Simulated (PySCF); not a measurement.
# Ionisation energy of Mo¹⁸⁺ by level of theory

Mo¹⁸⁺ [Ar] 3d6 (5D) → Mo¹⁹⁺ [Ar] 3d5 (6S), as a difference of total energies. Computed with PySCF 2.14 in an uncontracted even-tempered set (17 s from 1.7 bohr⁻², ratio 2.5; 11 p from 2.2 bohr⁻², ratio 2.5; 8 d from 2.2 bohr⁻², ratio 2.5; 4 f from 9.9 bohr⁻², ratio 2.7; 4 g from 15 bohr⁻², ratio 2.7), with no relativity, point nucleus. Correlated levels: outer shells: [Ne] frozen; virtual orbitals above 40 to 60 times the deepest correlated orbital energy dropped. The calculations carry no spin-orbit coupling.

```
                method  ionisation energy (eV)
                   UHF                  758.39
                   LDA                  761.01
                   PBE                  761.22
                  PBE0                  761.02
                r2SCAN                  761.13
               r2SCAN0                  760.95
                B2PLYP                  760.59
    MP2 (outer shells)                  759.78
SCS-MP2 (outer shells)                  759.95
```

Question: How much does correlation contribute at MP2 (outer shells)?

Answer: 759.78 − (758.39) = 1.39 eV, measured against UHF.

A first-order spin-orbit estimate (lowest level to lowest level, LS coupling) adds 1.497 eV.

All relativistic terms are absent from these numbers, so their closeness to the reference says little about the methods.

For comparison: 758 ± 3 eV (theoretical estimate listed by NIST; NIST Atomic Spectra Database, ionization energies).
